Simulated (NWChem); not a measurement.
System: C4H2BrCl; SMILES C#C/C=C(/Cl)Br

Computed with NWChem. Pople sets run with spherical d functions. Geometry: optimised at PBE0/def2-SVP.

**Question.** Among these, which level gives the highest value of “highest occupied level (eV)”?
A. PBE0/6-311G**
B. PBE0/STO-3G
C. PBE0/3-21G
D. PBE0/6-31G*

**Answer.** B, PBE0/STO-3G. Values: PBE0/6-311G** -7.06; PBE0/3-21G -6.95; PBE0/6-31G* -6.88; PBE0/STO-3G -5.06
